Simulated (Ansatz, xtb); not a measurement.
**Relaxing a trial structure of B3BrHSi**

The starting geometry of this gas-phase doublet was built from a drawn formula by distance geometry and a force field; its bonds are those of `BrB1B=B[SiH]1`.

```json
{"atom": "B", "x (Å)": "-0.8612", "y (Å)": "-0.7877", "z (Å)": "-1.8548"}
{"atom": "B", "x (Å)": "-0.7484", "y (Å)": "-2.3225", "z (Å)": "-1.7413"}
{"atom": "B", "x (Å)": "-0.3466", "y (Å)": "-2.2521", "z (Å)": "-0.3449"}
{"atom": "Br", "x (Å)": "-1.2981", "y (Å)": "0.3127", "z (Å)": "-3.4362"}
{"atom": "Si", "x (Å)": "-0.2935", "y (Å)": "-0.3838", "z (Å)": "-0.0254"}
{"atom": "H", "x (Å)": "-1.3316", "y (Å)": "0.3712", "z (Å)": "0.6504"}
```

Question: Predict what it relaxes into with r2SCAN-D4/def2-SVP.

Answer: It keeps its bonds, and is `BrB1B=B[SiH]1`. Distances that change by over a tenth: B1–B2 (1.54 → 1.71 Å).

The energy falls by 0.98 eV over 9 steps:

| step | E − E(last) (eV) |
| --- | --- |
| 1 | 0.975 |
| 2 | 0.383 |
| 3 | 0.248 |
| 4 | 0.163 |
| 5 | 0.060 |
| 6 | 0.007 |
| 7 | 0.001 |
| 8 | 0.000 |
| 9 | 0.000 |

Final geometry (Å):

| atom | x (Å) | y (Å) | z (Å) |
| --- | --- | --- | --- |
| B | -0.8696 | -0.8399 | -1.8976 |
| B | -0.5089 | -2.5136 | -1.9730 |
| B | -0.4845 | -2.1117 | -0.4770 |
| Br | -1.2025 | 0.1766 | -3.5126 |
| Si | -0.8423 | -0.3593 | -0.0160 |
| H | -0.9716 | 0.5858 | 1.1239 |

From the same start GFN2-xTB ends elsewhere, at `BrB1B2[B][SiH]12`.

No frequencies were run, so the end isn't proven a minimum. Open shells are spin-unrestricted. Run with Ansatz 0.2.0, 89 s on 2 threads of Arm Neoverse V1, with other jobs on the host.
